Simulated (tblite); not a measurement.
C5H9BClN.
Numbering: `[BH3-:1][N+:2]#[C:3][CH2:4][C@@H:5]1[CH2:6][C@H:7]1[Cl:8]` (hydrogens: H9, H10, H11 on B1; H12, H13 on C4; H14 on C5; H15, H16 on C6; H17 on C7)
Bond orders are those of one Lewis drawing.

Computed with GFN2-xTB (tblite), gas phase: L-BFGS steps from a force-field or distance-geometry start until the largest atomic force falls under 0.01 eV/Å.

Step 47: E = -651.7854 eV
```
atom  x, y, z in Å  |  force x, y, z in eV/Å
B1      2.9871    0.8293   -0.2084   -0.033   0.029   0.007
N2      1.8348   -0.0301    0.0565   -0.062  -0.045  -0.018
C3      0.9137   -0.6781    0.2988    0.061  -0.017   0.056
C4     -0.2287   -1.4624    0.6857   -0.030  -0.009  -0.014
C5     -1.5327   -0.6788    0.6105   -0.056   0.072   0.015
C6     -1.9036    0.1282   -0.6015   -0.009   0.045  -0.034
C7     -1.5354    0.8209    0.6705    0.045  -0.032   0.060
Cl8    -2.7772    1.6599    1.5888   -0.001  -0.082   0.001
H9      3.6418    0.2901   -1.0435   -0.016  -0.023   0.009
H10     2.5249    1.8644   -0.5788   -0.014   0.019  -0.034
H11     3.5432    0.9326    0.8408    0.031  -0.024   0.006
H12    -0.3007   -2.3472    0.0410    0.036   0.048  -0.001
H13    -0.0689   -1.8110    1.7146   -0.006   0.048  -0.060
H14    -2.3513   -1.1893    1.1018    0.003   0.015   0.038
H15    -2.9426    0.1356   -0.8913   -0.022  -0.006  -0.020
H16    -1.2211    0.2050   -1.4330    0.085  -0.044   0.005
H17    -0.5903    1.3430    0.7353   -0.012   0.005  -0.015
```

Step 48: E = -651.7871 eV
```
atom  x, y, z in Å  |  force x, y, z in eV/Å
B1      2.9890    0.8263   -0.2168   -0.041   0.026   0.007
N2      1.8298   -0.0234    0.0484   -0.087  -0.070  -0.001
C3      0.9121   -0.6748    0.2956    0.081   0.022   0.056
C4     -0.2282   -1.4575    0.6914   -0.014  -0.038  -0.013
C5     -1.5346   -0.6806    0.6073   -0.063   0.079  -0.001
C6     -1.8953    0.1371   -0.6019   -0.019  -0.017  -0.043
C7     -1.5454    0.8182    0.6803    0.056  -0.034   0.056
Cl8    -2.7999    1.6416    1.5900   -0.050  -0.053   0.035
H9      3.6374    0.2775   -1.0481    0.008  -0.037  -0.029
H10     2.5410    1.8654   -0.5908   -0.024   0.024  -0.029
H11     3.5474    0.9223    0.8309    0.030  -0.013   0.029
H12    -0.2968   -2.3503    0.0568    0.035   0.056   0.008
H13    -0.0680   -1.7933    1.7249   -0.003   0.046  -0.070
H14    -2.3549   -1.2017    1.0864    0.010   0.037   0.020
H15    -2.9316    0.1359   -0.9028   -0.007   0.016  -0.021
H16    -1.2036    0.2232   -1.4256    0.072  -0.043   0.020
H17    -0.6053    1.3461    0.7618    0.013   0.000  -0.023
```

Q: Estimate the geometry and energy of step 49. (The exact step hangs on the optimiser's Hessian estimate; all steps are aligned on step 48, rigid shifts and turns removed.)

A: E = -651.7887 eV, largest force 0.105 eV/Å
```
atom  x, y, z in Å  |  force x, y, z in eV/Å
B1      2.9905    0.8232   -0.2251   -0.031   0.011   0.001
N2      1.8250   -0.0181    0.0400   -0.071  -0.063   0.012
C3      0.9111   -0.6721    0.2938    0.068   0.047   0.051
C4     -0.2281   -1.4522    0.6969    0.002  -0.043  -0.010
C5     -1.5372   -0.6815    0.6037   -0.042   0.049  -0.018
C6     -1.8875    0.1461   -0.6031   -0.013  -0.060  -0.027
C7     -1.5551    0.8152    0.6908    0.041  -0.019   0.022
Cl8    -2.8239    1.6210    1.5928   -0.083  -0.029   0.057
H9      3.6339    0.2648   -1.0534    0.017  -0.041  -0.050
H10     2.5561    1.8662   -0.6034   -0.030   0.020  -0.018
H11     3.5527    0.9116    0.8213    0.016  -0.002   0.035
H12    -0.2919   -2.3527    0.0731    0.027   0.049   0.005
H13    -0.0676   -1.7737    1.7346   -0.002   0.032  -0.060
H14    -2.3583   -1.2132    1.0708    0.012   0.058   0.003
H15    -2.9210    0.1366   -0.9151    0.018   0.042  -0.022
H16    -1.1850    0.2411   -1.4180    0.042  -0.041   0.045
H17    -0.6206    1.3498    0.7881    0.030  -0.010  -0.027
```

The energy changes by -0.0016 eV. The first-order estimate −F·Δx gives -0.0022 eV and the mean of the old and new forces, exact on a quadratic surface, -0.0016 eV. The step makes an angle of 84° with the force vector and moves no atom by more than 0.032 Å.

The cost below is that of the whole relaxation. The run took 0.81 s on an Arm Neoverse V1 with one thread, shared host with 32 logical CPUs at a one-minute load of 8.6.
